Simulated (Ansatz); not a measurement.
Gas-phase electronic energies from Ansatz, PBE0-D4/def2-TZVP geometries. CBS: MP2 limit from def2 TZ/QZ plus the TZ coupled-cluster correction, frozen cores. Functionals use def2-TZVPP. Elements past krypton have def2 core potentials. For In outer-core shells are correlated without core-valence functions, which leaves a few kJ/mol of doubt a bond. One conformer a species, not always the lowest.

`F[SiH2][InH2]` + `C=NCS` → `C=[N][InH2]` + `F[SiH2]CS`  (formal exchange of groups at the In–Si bond)

`F[SiH2][InH2]`:

Z-matrix (Å, degrees):
```
Si
In 1 2.582
F 1 1.612 2 111.5
H 1 1.490 2 112.0 3 -119.8
H 1 1.490 2 112.0 3 119.7
H 2 1.729 1 119.0 3 179.9
H 2 1.725 1 122.4 3 -0.1
```

`C=NCS`:

```xyz
9

C     0.967   -1.182    0.408
N    -0.155   -0.774    0.011
C    -0.460    0.619    0.195
S    -0.598    1.488   -1.388
H     1.712   -0.530    0.884
H     1.229   -2.231    0.278
H    -1.406    0.704    0.730
H     0.312    1.168    0.753
H    -1.602    0.738   -1.870
```

`C=[N][InH2]`:

```xyz
7

C     0.364   -0.365   -1.331
N    -0.474    0.407   -0.795
In   -0.482    0.470    1.291
H     0.420   -0.444   -2.429
H     1.091   -1.006   -0.796
H     0.693   -0.575    2.013
H    -1.611    1.513    2.047
```

`F[SiH2]CS`:

Cartesian coordinates in Å:
```
F -1.757 0.567 0.659
Si -0.749 -0.652 0.393
C 0.920 0.062 -0.024
S 0.807 1.199 -1.434
H -0.700 -1.457 1.640
H -1.275 -1.448 -0.739
H 1.577 -0.749 -0.351
H 1.398 0.544 0.831
H -0.219 1.933 -0.974
```

| level | ΔE (kJ/mol) | difference from CCSD(T)/CBS |
| --- | --- | --- |
| r2SCAN-D4 | -30.0 | 7.4 |
| BHLYP-D4 | -30.6 | 6.8 |
| CAM-B3LYP-D4 | -29.2 | 8.2 |
| ωB97X-V | -29.6 | 7.8 |
| BLYP | -24.0 | 13.4 |
| r2SCAN0 | -28.0 | 9.4 |
| CCSD/def2-SVP | -17.9 | 19.5 |
| CCSD/def2-TZVPP | -32.4 | 5.0 |
| SCS-MP2/def2-QZVPP | -41.0 | -3.6 |
| CCSD/CBS(def2) | -35.7 | 1.7 |
| CCSD(T)/CBS | -37.4 | 0 |

Question: What do rigid-rotor, harmonic-oscillator terms from PBE0-D4/def2-TZVP frequencies (298.15 K, 1 bar) make of the CCSD(T)/CBS value? (Estimate.)

Answer: Computed: ΔZPE = -5.3 kJ/mol, ΔH = -42.4 kJ/mol, ΔS = -2 J/(mol·K), ΔG = -41.8 kJ/mol.

Largest T1 diagnostic among the species: 0.015.

Leaving LDA and LC-ωPBE aside and taking each functional with its dispersion term where it has one, the values, not all of them listed here, spread over 13.8 kJ/mol, from B2PLYP to PBE-D4. LDA lies +5.8 kJ/mol from PBE without D4. The D4 term adds −3.4 kJ/mol with B3LYP and −1.6 kJ/mol with PBE0; it sums over pairs of atoms, weighted by their polarisabilities, and B3LYP, whose exchange is more repulsive, gets the larger term. At CCSD(T), def2-SVP lies +18.9 kJ/mol from the extrapolated value and def2-TZVPP +3.4 kJ/mol.

B3LYP here is the variant with VWN-RPA as its local correlation; programs differ in this.
